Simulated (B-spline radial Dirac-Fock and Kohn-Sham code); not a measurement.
Method: the Dirac equation of a negative muon with reduced mass in the field of a spherical finite nucleus, with the Uehling potential to all orders; nuclear polarisation, deformation, hyperfine structure, self-energy, higher-order vacuum polarisation, relativistic recoil and electron screening are left out. Computed with an atomic code on a B-spline grid. The nuclear charge is a Fermi distribution (skin thickness 2.3 fm).

Q: A muonic atom of atomic mass 38.96 u emits these computed lines: 2p3/2 → 1s1/2 644.3 keV, 3d5/2 → 2p3/2 127.0 keV, 4f7/2 → 3d5/2 44.31 keV, 5g9/2 → 4f7/2 20.48 keV. Which element is it, and what rms charge radius was used?

A: Argon (Z = 18, nuclide ³⁹Ar); the high transitions hardly feel the nucleus and fix Z. The 2p → 1s line lies 41.03 keV below the value for a point nucleus without QED, which for this nuclear model gives a radius near 3.41 fm (3.4093 fm was used).
